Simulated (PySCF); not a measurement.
**Worked example: dipole moment from atomic charges**

Si(H)(Cl)2(OH) (Cl₂H₂OSi), SMILES Cl[SiH](O)Cl. Atoms are numbered in the order given.

```xyz
6

Si     0.4303     0.4012     0.0000
O     -0.2794     1.8796     0.0000
Cl    -0.1305    -0.6822     1.6547
Cl    -0.1305    -0.6822    -1.6547
H      1.8876     0.6109     0.0000
H     -1.2408     1.9293     0.0000
```

Geometry optimised at PBE0-D3(BJ)/def2-SVP. One conformer was computed; it need not be the lowest.

Charges (e) from ωB97X/def2-TZVPD in PySCF:

| atom | IAO | ESP fit |
|---|---|---|
| Si1 | 1.201 | 0.225 |
| O2 | -0.794 | -0.497 |
| Cl3 | -0.326 | -0.107 |
| Cl4 | -0.326 | -0.107 |
| H5 | -0.137 | 0.071 |
| H6 | 0.382 | 0.416 |

The dipole moment of the full density is 0.90 D.

### Question
What dipole moment does each set of point charges give, and which comes closer to that of the density?

### Answer

μ = Σ q r, and 1 e Å = 4.8032 D.
IAO: Σ q r = (0.091, 0.088, 0.000) e Å, |μ| = 0.61 D.
ESP fit: Σ q r = (-0.119, 0.148, 0.000) e Å, |μ| = 0.91 D.
ESP fit comes closer in size. Point charges leave out the atoms' own dipoles (lone pairs, polarised bonds); fits to the potential absorb them, partitions of the density don't.
